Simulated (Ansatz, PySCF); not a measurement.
Gas-phase reaction in SMILES: ClCl [molecular chlorine] + [H][H] (H2) -> 2 Cl (HCl)
Structures are relaxed separately at B3LYP-D3(BJ)/def2-TZVP in Ansatz (a first-principles code).

Wanted: energy of full hydrogenation (enthalpy at 298 K, with B3LYP-D3(BJ) rigid-rotor harmonic-oscillator terms from PySCF), in kJ/mol. Cores are frozen in the correlated levels unless marked. No spin-orbit coupling. No relativistic terms. FCI takes restricted orbitals. CBS(X,Y): correlation extrapolated as X^-3; Hartree-Fock from the larger set (for Q and 5 zeta extrapolated as (X+1)exp(-9√X)).

| level | program | energy of full hydrogenation (kJ/mol) |
|---|---|---|
| SVWN5/def2-TZVPD | Ansatz | ? |
| BLYP-D3(BJ)/def2-TZVPD | Ansatz + dftd3 | -163.5 |
| BLYP/def2-TZVPD | Ansatz | -166.8 |
| MN15-D3(BJ)/def2-TZVPD | PySCF + dftd3 | -184.2 |
| LC-wPBE-D4/def2-TZVPD | Ansatz + dftd4 | ? |
| wB97M-V/def2-TZVPD | Ansatz | ? |
| B2PLYP/def2-TZVPD | Ansatz | ? |
| SCS-MP2/cc-pV(T+d)Z | Ansatz | -192.6 |
| SCS-MP2/def2-QZVPP | Ansatz | -190.8 |
| CCSD/def2-TZVPP | Ansatz | -201.0 |
| FCI/STO-3G | Ansatz | -71.2 |
| CCSD(T)/CBS(cc-pV(Q+d)Z,cc-pV(5+d)Z) | Ansatz | -186.8 |

Task: Some entries are withheld; supply them.

Result: 
- SVWN5/def2-TZVPD, energy of full hydrogenation (kJ/mol): -181.0
- LC-wPBE-D4/def2-TZVPD, energy of full hydrogenation (kJ/mol): -194.3
- wB97M-V/def2-TZVPD, energy of full hydrogenation (kJ/mol): -185.1
- B2PLYP/def2-TZVPD, energy of full hydrogenation (kJ/mol): -184.0
